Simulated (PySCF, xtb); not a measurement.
CH3BrZn, SMILES [CH3][Zn][Br].

Harmonic wavenumbers (cm⁻¹) from GFN2-xTB (xtb) at its own minimum, in rising order: 43, 43, 207, 444, 671, 671, 1300, 1481, 1482, 3058, 3059, 3065.

**Question.** What does PBE-D3(BJ)/def2-SVP in PySCF give at its own minimum? (An estimate is asked for; the answer gives what the named calculation found.)

**Answer.** 104, 104, 282, 570, 683, 683, 1153, 1378, 1378, 2982, 3089, 3089. Paired by order, the mean absolute difference is 69 cm⁻¹ and the zero-point energies are 22.2 and 22.2 kcal/mol.
